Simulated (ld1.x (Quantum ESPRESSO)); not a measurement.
# molybdenum: variants of one TM potential

Base potential:

molybdenum, norm-conserving Troullier–Martins (Kleinman–Bylander form), made with ld1.x (Quantum ESPRESSO) 7.5 (PBE, scalar-relativistic). Core [Kr], reference 4d5 5s1 5p0. Waves: 5p (bound, empty): rc 3.45 bohr; 4d (bound): rc 1.60 bohr; 5s (bound): rc 2.95 bohr. Local part: the s channel. Core correction: none.

Cutoffs, loose and tight: the cutoffs (Ry, on a coarse ladder) from which the occupation-weighted sum of valence levels, in a spherical-Bessel basis at the reference potential, stays within 10 and 1 mRy of its value at 400 Ry. They do not see the model core or the augmentation charge, which bear on the density cutoff. Test errors are all-electron minus pseudo excitation energies from the reference, over the configurations 4d5 5s0 5p0; 4d4 5s0 5p0; 4d3 5s0 5p0; 4d4 5s1 5p1; 4d2 5s0 5p0; 4d4 5s1 5p0; 4d5.5 5s0.5 5p0. A dash means not determined; rows that change the core or the reference have their own tests. The largest error is taken over the tests solved by every variant that gives reliable tests at all: 4d2 5s0 5p0; 4d3 5s0 5p0; 4d4 5s0 5p0; 4d5 5s0 5p0; 4d5.5 5s0.5 5p0.

A true bound ghost makes a file unfit for plane-wave use even where its test errors are small: the radial tests pick states by their node count and pass the ghost by. Where a test does run into it, the solver fails or the error is huge.

```tsv
change	outcome	cutoff, loose	cutoff, tight	bound ghosts	largest test error (meV)
base	generated	45 Ry	50 Ry	none	-524
wave 5s (bound): rc 2.95 bohr becomes 5s (bound): rc 3.00 bohr	generated	45 Ry	50 Ry	none	-524
wave 4d (bound): rc 1.60 bohr becomes 4d (bound): rc 1.58 bohr	generated	45 Ry	50 Ry	none	-524
wave 5p (bound): rc 3.45 bohr becomes 5p (bound): rc 3.82 bohr	generated	45 Ry	50 Ry	none	-524
type ultrasoft; waves now 5s (bound): rcut 2.55, rcutus 2.95 bohr; 5s channel at 0.15 Ry: rcut 2.55, rcutus 2.95 bohr; 5p (bound): rcut 3.00, rcutus 3.45 bohr; 5p channel at 1.9 Ry: rcut 3.00, rcutus 3.45 bohr; 4d (bound): rcut 1.40, rcutus 1.60 bohr; 4d channel at 2.3 Ry: rcut 1.40, rcutus 1.60 bohr; local potential all-electron potential smoothed inside 1.70 bohr (lloc = -1); augmentation built from norm-conserving waves at rcut, not smoothed further	generated	40 Ry	60 Ry	s, p	+77
local potential the d channel	generated	40 Ry	50 Ry	s, p	+77
wave 4d (bound): rc 1.60 bohr becomes 4d (bound): rc 1.98 bohr	generated	40 Ry	45 Ry	none	-495
fully relativistic	generated	45 Ry	50 Ry	none	-518
```

(1) What comes out with this change to the base: core [Ar] 3d10, valence charge 14; reference 4s2 4p6 4d5 5s0 5p0; waves now 4s (bound): rc 1.65 bohr; 4p (bound): rc 1.40 bohr; 4d (bound): rc 1.60 bohr; local potential the d channel; core correction Bessel-smoothed model core inside 0.95 bohr?

(2) What comes out with this change to the base: all radii scaled by about 1.22 (s 3.58, p 4.20, d 1.94 bohr)?

(3) What comes out with this change to the base: core correction a·sin(br)/r model core inside 1.56 bohr?

Answers

(1) outcome: generated; cutoff, loose: 60 Ry; cutoff, tight: 110 Ry; bound ghosts: none; largest test error (meV): +508.

(2) outcome: generated; cutoff, loose: 40 Ry; cutoff, tight: 45 Ry; bound ghosts: none; largest test error (meV): -677.

(3) outcome: generated; cutoff, loose: 45 Ry; cutoff, tight: 50 Ry; bound ghosts: none; largest test error (meV): -1777.
